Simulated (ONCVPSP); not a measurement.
**Which change was made? (Ir, ONCV)**

```
Element                 : Ir
Generator               : ONCVPSP 4.0.1
Type                    : optimised norm-conserving Vanderbilt (ONCV)
Functional              : PBE
Relativity              : scalar-relativistic
Frozen core             : [Xe] 4f14
Valence charge          : 9
Reference configuration : 5d7 6s2
Partial waves           : 6s: rc 2.50 bohr, ncon 4, nbas 7, qcut 2.1 1/bohr, 2 projectors, debl 2.1 Ha; p scattering state at 0.1 Ha: rc 2.65 bohr, ncon 3, nbas 8, qcut 3.7 1/bohr, 2 projectors, debl 2.9 Ha; 5d: rc 2.15 bohr, ncon 4, nbas 8, qcut 7.8 1/bohr, 1 projector
Local potential         : polynomial inside 1.55 bohr (lpopt 1, dvloc0 3 Ha)
Core correction         : none
```

In the p channel the program set the typed energies aside and used 0.050, 2.950 Ha.

Cutoffs, loose and tight: the cutoffs (Ha) at which the residual kinetic energy of the hardest occupied pseudo-wave falls to 1 and 0.1 mHa per electron. They do not see the model core or the augmentation charge, which bear on the density cutoff. Test errors are all-electron minus pseudo excitation energies from the reference, over the configurations 5d7 6s1; 5d7 6s0; 5d6 6s0; 5d7 6s0 6p2; variants that change the core or the reference have their own tests. The largest error is taken over the tests solved by every variant that gives reliable tests at all, those not shown here included: 5d7 6s0; 5d7 6s0 6p2; 5d7 6s1.

The base gives: outcome: generated, projector energies reset by the program; cutoff, loose: 18 Ha; cutoff, tight: 22 Ha; bound ghosts: none; GHOST(+) flags above zero: s, p; largest test error (meV): +33.

Question: After one change the result is: outcome: generated, projector energies reset by the program; cutoff, loose: 18 Ha; cutoff, tight: 21 Ha; bound ghosts: none; GHOST(+) flags above zero: s, p; largest test error (meV): +32. Which change was it?
A. all radii scaled by about 0.93 (s 2.32, p 2.46, d 2.00 bohr); local potential polynomial inside 1.44 bohr (lpopt 1, dvloc0 3 Ha)
B. all radii scaled by about 0.78 (s 1.96, p 2.06, d 1.68 bohr); local potential polynomial inside 1.22 bohr (lpopt 1, dvloc0 3 Ha)
C. all radii scaled by about 1.32 (s 3.30, p 3.50, d 2.84 bohr); local potential polynomial inside 2.04 bohr (lpopt 1, dvloc0 3 Ha)
D. all radii scaled by about 1.07 (s 2.68, p 2.84, d 2.30 bohr); local potential polynomial inside 1.66 bohr (lpopt 1, dvloc0 3 Ha)

Answer: D. The others give: all radii scaled by about 0.78 (s 1.96, p 2.06, d 1.68 bohr); local potential polynomial inside 1.22 bohr (lpopt 1, dvloc0 3 Ha) → outcome: generated; cutoff, loose: 19 Ha; cutoff, tight: 30 Ha; bound ghosts: s, p; GHOST(+) flags above zero: s, p; largest test error (meV): +25 | all radii scaled by about 1.32 (s 3.30, p 3.50, d 2.84 bohr); local potential polynomial inside 2.04 bohr (lpopt 1, dvloc0 3 Ha) → outcome: generated, projector energies reset by the program; cutoff, loose: 15 Ha; cutoff, tight: 18 Ha; bound ghosts: none; GHOST(+) flags above zero: none; largest test error (meV): -82 | all radii scaled by about 0.93 (s 2.32, p 2.46, d 2.00 bohr); local potential polynomial inside 1.44 bohr (lpopt 1, dvloc0 3 Ha) → outcome: generated, projector energies reset by the program; cutoff, loose: 19 Ha; cutoff, tight: 22 Ha; bound ghosts: none; GHOST(+) flags above zero: s, p; largest test error (meV): +30.
